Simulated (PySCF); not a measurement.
Geometry:
```json
{"atom": "Si1", "x (Å)": "-2.917", "y (Å)": "-0.884", "z (Å)": "0.018"}
{"atom": "O2", "x (Å)": "-2.120", "y (Å)": "-1.334", "z (Å)": "1.416"}
{"atom": "C3", "x (Å)": "-1.401", "y (Å)": "-0.435", "z (Å)": "2.222"}
{"atom": "C4", "x (Å)": "-0.196", "y (Å)": "0.155", "z (Å)": "1.533"}
{"atom": "C5", "x (Å)": "0.652", "y (Å)": "-0.664", "z (Å)": "0.779"}
{"atom": "C6", "x (Å)": "1.773", "y (Å)": "-0.132", "z (Å)": "0.149"}
{"atom": "C7", "x (Å)": "2.064", "y (Å)": "1.228", "z (Å)": "0.267"}
{"atom": "C8", "x (Å)": "1.225", "y (Å)": "2.051", "z (Å)": "1.015"}
{"atom": "C9", "x (Å)": "0.099", "y (Å)": "1.517", "z (Å)": "1.639"}
{"atom": "H10", "x (Å)": "-1.980", "y (Å)": "-0.646", "z (Å)": "-1.121"}
{"atom": "H11", "x (Å)": "-3.702", "y (Å)": "0.367", "z (Å)": "0.265"}
{"atom": "H12", "x (Å)": "-3.829", "y (Å)": "-2.012", "z (Å)": "-0.313"}
{"atom": "H13", "x (Å)": "-2.054", "y (Å)": "0.384", "z (Å)": "2.581"}
{"atom": "H14", "x (Å)": "-1.078", "y (Å)": "-0.998", "z (Å)": "3.114"}
{"atom": "H15", "x (Å)": "0.417", "y (Å)": "-1.727", "z (Å)": "0.683"}
{"atom": "H16", "x (Å)": "2.426", "y (Å)": "-0.782", "z (Å)": "-0.439"}
{"atom": "H17", "x (Å)": "2.944", "y (Å)": "1.645", "z (Å)": "-0.228"}
{"atom": "H18", "x (Å)": "1.443", "y (Å)": "3.118", "z (Å)": "1.105"}
{"atom": "H19", "x (Å)": "-0.566", "y (Å)": "2.168", "z (Å)": "2.214"}
```

Geometry: PBE0-D3(BJ)/def2-SVP; GIAO shifts from PySCF, gas phase, non-relativistic, averaged over equivalent atoms.

At PBE0/pcSseg-1 (210 basis functions, 87 s wall time on 1 thread of an AMD EPYC, shared host):
```tsv
atoms	δ (ppm)
Si1	-32.2
O2	23.6
C4	145.0
C6/C8	134.2
C7	133.8
C5/C9	133.3
C3	72.0
H15/H19	7.54
H16/H18	7.51
H17	7.42
H13/H14	4.77
H10/H11/H12	4.57
```

Chemical shifts δ = σref − σ; $^{29}$Si (σref 351.99), $^{13}$C (σref 184.41), $^{1}$H (σref 31.27) vs TMS; H2O for $^{17}$O (σref 334.56), all at this level.

Estimate the result of repeating the calculation with HF/pcSseg-1.

Answers


| atoms | δ at HF/pcSseg-1 | change |
| --- | --- | --- |
| Si1 | -38.4 | -6.2 |
| O2 | -1.9 | -25.5 |
| C4 | 147.0 | +2.0 |
| C6/C8 | 136.3 | +2.1 |
| C7 | 135.6 | +1.8 |
| C5/C9 | 135.6 | +2.3 |
| C3 | 62.9 | -9.1 |
| H15/H19 | 7.65 | +0.11 |
| H16/H18 | 7.58 | +0.07 |
| H17 | 7.48 | +0.06 |
| H13/H14 | 4.56 | -0.21 |
| H10/H11/H12 | 4.06 | -0.51 |

Shifts are taken against calculated references (same method and geometry level): $^{29}$Si (σref 393.43), $^{13}$C (σref 190.85), $^{1}$H (σref 31.69) against TMS; H2O for $^{17}$O (σref 333.31).

The largest change is at O2 (oxygen bonded to C, Si). Cost: 210 basis functions, 34 s wall time on 1 thread of an AMD EPYC, shared host. The order of the carbon signals is the same at both levels.

Experimental scales use liquid or dissolved standards, which lie at an offset from isolated H2O (liquid H2O: subtract about 36 ppm).
